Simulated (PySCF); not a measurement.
# Choosing a basis for TDDFT

CH8OSi3.
SMILES: `[SiH3][Si@H]1C[SiH2]O1`

TDDFT with PBE0 (PySCF), vertical singlets, core orbitals frozen in the response, spherical d and f functions. Isolated species at its PBE0-D3(BJ)/def2-SVP geometry, gas phase.

Problem. How do the low singlets change with the basis? Take 6-31G*, 6-31+G*, def2-SVP, def2-SVPD, aug-cc-pVDZ, def2-TZVP and def2-TZVPD.

Solution. 

| basis | functions | diffuse | S1 (eV) | S2 (eV) | S3 (eV) | S4 (eV) | S5 (eV) | LUMO (eV) | α (au) |
| --- | --- | --- | --- | --- | --- | --- | --- | --- | --- |
| 6-31G* | 98 | no | 5.78 | 6.38 | 6.84 | 6.94 | 7.42 | -0.52 | 80.1 |
| 6-31+G* | 118 | yes | 5.63 | 6.21 | 6.60 | 6.74 | 6.99 | -0.86 | 88.7 |
| def2-SVP | 122 | no | 5.85 | 6.44 | 6.90 | 6.94 | 7.45 | -0.57 | 85.3 |
| def2-SVPD | 179 | yes | 5.67 | 6.26 | 6.65 | 6.82 | 7.13 | -0.81 | 95.8 |
| aug-cc-pVDZ | 199 | yes | 5.57 | 6.15 | 6.46 | 6.70 | 6.80 | -0.88 | 97.8 |
| def2-TZVP | 221 | no | 5.61 | 6.19 | 6.64 | 6.74 | 7.18 | -0.83 | 92.7 |
| def2-TZVPD | 278 | yes | 5.55 | 6.13 | 6.47 | 6.70 | 6.94 | -0.92 | 96.9 |

States are compared by their number. Against the largest diffuse basis here (def2-TZVPD, itself not a converged limit), sets without diffuse functions differ by up to 0.30 eV in S1 and 0.51 eV in S5; the smaller diffuse sets differ by up to 0.12 and 0.19 eV. State by state, the largest deviation of a set without diffuse functions is S1 0.30, S2 0.31, S3 0.42, S4 0.25, S5 0.51 eV. The same number needn't mean the same state in each row. Against def2-TZVPD the polarisability deviates by -17% in 6-31G*, -9% in 6-31+G*, -12% in def2-SVP, -1% in def2-SVPD, +1% in aug-cc-pVDZ, -4% in def2-TZVP. A single + in a Pople set puts diffuse functions on heavy atoms only.
